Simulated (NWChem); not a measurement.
# AlCl, singlet; SMILES [Al][Cl]

Program: NWChem. Low-valent species are run as closed-shell singlets; no triplet was tried in these runs. The geometry was optimised at PBE0/def2-SVP. Total energies compare along this basis series because the functional is fixed.

```
level             basis functions  energy (Ha)  highest occupied level (eV)  orbital gap (eV)  dipole (D)
----------------  ---------------  -----------  ---------------------------  ----------------  ----------
PBE0/pcseg-1                   36    -702.3850                        -7.09              5.30        1.75
PBE0/aug-pcseg-1               54    -702.3879                        -7.05              5.29        1.56
PBE0/pcseg-2                   68    -702.4455                        -7.04              5.32        1.69
PBE0/STO-3G                    18    -694.4905                        -3.55              7.81        3.96
PBE0/def2-SVP                  36    -702.1918                        -6.93              5.36        1.27
```
